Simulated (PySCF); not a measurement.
# Peak assignment

Bonds (- single, = double, # triple, : aromatic): C1-C2, C2-C3, C2-C4, C2-C5, C5-C6, C6-C7, C7-F8, C7-C5. C1 carries H9, H10, H11; C3 carries H12, H13, H14; C4 carries H15, H16, H17; C5 carries H18; C6 carries H19, H20; C7 carries H21. Stereochemistry as in CC(C)(C)[C@@H]1C[C@H]1F. H19 is cis to C2 on the ring; H20 is trans to C2 on the ring.

No solvent model, non-relativistic Hamiltonian, single conformer, averaged over atoms made equivalent by symmetry, fast rotation or ring inversion. PBE0-D3(BJ)/def2-SVP structure; NMR shieldings at HF/pcSseg-1/GIAO; PySCF 2.14.0 with density-fitted response routines.

References, each an isolated molecule treated in the same way: $^{13}$C (σ = 190.85 ppm), $^{1}$H (σ = 31.69 ppm) against TMS.

Task: Assign these signals to the numbered atoms. $^{13}$C{$^{1}$H} NMR (computed): δ 60.3 (CH), 27.5 (CH3), 24.0 (CH), 21.9 (C), 6.0 (CH2).

Result: 
| δ (ppm) | atoms | environment | reason |
| --- | --- | --- | --- |
| 60.3 | C7 | three-membered-ring carbon | deshielded by the electronegative neighbour |
| 27.5 | C1/C3/C4 | methyl carbon | aliphatic region, no heteroatom directly attached |
| 24.0 | C5 | three-membered-ring carbon | carbons of three-membered rings are unusually shielded |
| 21.9 | C2 | quaternary sp3 carbon | a saturated carbon with 4 carbon neighbours and no heteroatom attached |
| 6.0 | C6 | three-membered-ring carbon | carbons of three-membered rings are unusually shielded |

Task: Assign these signals to the numbered atoms. $^{1}$H NMR (400 MHz, computed): δ 3.87 (m, 1H), 0.92 (m, 1H), 0.80 (s, 9H), 0.66 (m, 1H), 0.38 (m, 1H).

Result: 
3.87 → H21, hydrogen on a three-membered-ring carbon: its carbon carries F, hence the downfield position
0.92 → H20, hydrogen on a three-membered-ring carbon
0.80 → H9/H10/H11/H12/H13/H14/H15/H16/H17, hydrogen on a methyl carbon: far from electronegative atoms and π systems
0.66 → H18, hydrogen on a three-membered-ring carbon: cyclopropane-type protons are shielded by the ring
0.38 → H19, hydrogen on a three-membered-ring carbon

H20 and H9/H10/H11/H12/H13/H14/H15/H16/H17 lie closer than the usual error of such a calculation, so a measured spectrum could show them in the other order.

Splittings by $^{19}$F in the carbon and heteronuclear signals aren't shown, as no couplings were computed. Shifts are as computed. Against solution values, carbons near 30 ppm lie about -0 ppm off and those near 130 ppm about +7 ppm. Of 1211 compounds with measured shifts, 218 miss one by over three times the rms of a fit or turn the order of signals round; such compounds aren't used in these exercises. No couplings were computed; multiplicities are counted from neighbouring protons, with m where these are inequivalent, close in shift, in a saturated or five-membered ring or joined by F or P, and br s for small geminal =CH2 splittings.
